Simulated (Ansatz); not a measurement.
Program: Ansatz. Geometries: PBE0-D4/def2-TZVP. ΔE: electronic, gas phase. CCSD(T)/CBS adds triple-zeta CCSD(T) − MP2 to the extrapolated MP2 energy (def2 sets, frozen cores). This one scheme is used for every species. DFT in def2-TZVPP. B3LYP here is the variant with VWN-RPA as its local correlation; programs differ in this. Elements past krypton have def2 core potentials. For In outer-core shells are correlated without core-valence functions, which leaves a few kJ/mol of doubt a bond. One conformer a species, not always the lowest.

Reaction (ligand exchange at the In–O bond): `[OH][In]([Cl])[O][SiH3]` + H₂S → `[OH][In]([SH])[Cl]` + `O[SiH3]`

`[OH][In]([Cl])[O][SiH3]`:

Cartesian coordinates in Å:
```
O 1.861 -0.394 -1.678
In -0.094 -0.571 -1.601
Cl -1.338 -1.317 -3.367
O -1.027 -0.085 0.061
Si -0.529 0.474 1.511
H 2.214 -0.066 -0.845
H 0.958 0.645 1.531
H -1.147 1.796 1.798
H -0.896 -0.481 2.590
```

H₂S:

Cartesian coordinates in Å:
```
S -0.421 -0.252 0.379
H 0.454 -0.756 -0.505
H -0.033 1.007 0.126
```

`[OH][In]([SH])[Cl]`:

Z-matrix (Å, degrees):
```
In
S 1 2.351
Cl 1 2.325 2 121.3
O 1 1.966 2 122.8 3 180.0
H 2 1.345 1 91.9 3 -0.3
H 4 0.961 1 111.7 2 179.6
```

`O[SiH3]`:

```xyz
6

O     0.107   -0.832    0.969
Si    0.137    0.224   -0.296
H    -0.740   -1.021    1.374
H    -0.691   -0.259   -1.435
H     1.555    0.320   -0.710
H    -0.367    1.568    0.099
```

Is it downhill or uphill in electronic energy at CCSD(T)/CBS, and by how much? (Estimate.)

The calculation gave: Downhill: ΔE = -51.7 kJ/mol.

What do these levels give: PBE-D4, r2SCAN-D4, PBE0-D4, B3LYP-D4, B3LYP, HF/def2-TZVPP, MP2/def2-TZVPP, CCSD/def2-TZVPP, CCSD(T)/def2-TZVPP, HF/def2-QZVPP, SCS-MP2/def2-QZVPP, MP2/CBS(def2)? (Best estimate.)

Computed: PBE-D4 -63.7, r2SCAN-D4 -60.1, PBE0-D4 -65.5, B3LYP-D4 -58.1, B3LYP -60.2, HF/def2-TZVPP -55.2, MP2/def2-TZVPP -55.9, CCSD/def2-TZVPP -52.1, CCSD(T)/def2-TZVPP -51.5, HF/def2-QZVPP -52.7, SCS-MP2/def2-QZVPP -50.4, MP2/CBS(def2) -56.1 kJ/mol.

Largest T1 diagnostic among the species: 0.015.
